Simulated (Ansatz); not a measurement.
C2H6OSi2 can be A, `O=C=C([SiH3])[SiH3]`, or B, `[SiH3]C1=C[SiH2]O1`.

Program: Ansatz. Geometries: PBE0-D4/def2-TZVP. ΔE: electronic, gas phase. CCSD(T)/CBS adds triple-zeta CCSD(T) − MP2 to the extrapolated MP2 energy (def2 sets, frozen cores). DFT in def2-TZVPP.

Which is lower in electronic energy at CCSD(T)/CBS, and by how much? (Estimate.)

Computed: A, by 8.7 kJ/mol.

Give E(B) − E(A) in kJ/mol with r2SCAN-D4, CCSD(T)/def2-TZVPP, MP2/def2-TZVPP, ωB97M-V, PBE-D4, PBE0-D4, B2PLYP. (Estimate.)

The calculation gave: r2SCAN-D4 28.3, CCSD(T)/def2-TZVPP 16.7, MP2/def2-TZVPP 21.5, ωB97M-V 16.3, PBE-D4 28.1, PBE0-D4 20.1, B2PLYP 27.5. None reverses the order clearly.

Largest T1 diagnostic: 0.015.

From PBE to PBE0 (25 % exact exchange), in def2-TZVPP and without D4, E(B) − E(A) moves by −8.1 kJ/mol. In def2-TZVPP, CCSD(T) changes the Hartree–Fock value by −17.5 kJ/mol (the triples alone add +1.8 kJ/mol) and MP2 by −12.7 kJ/mol.
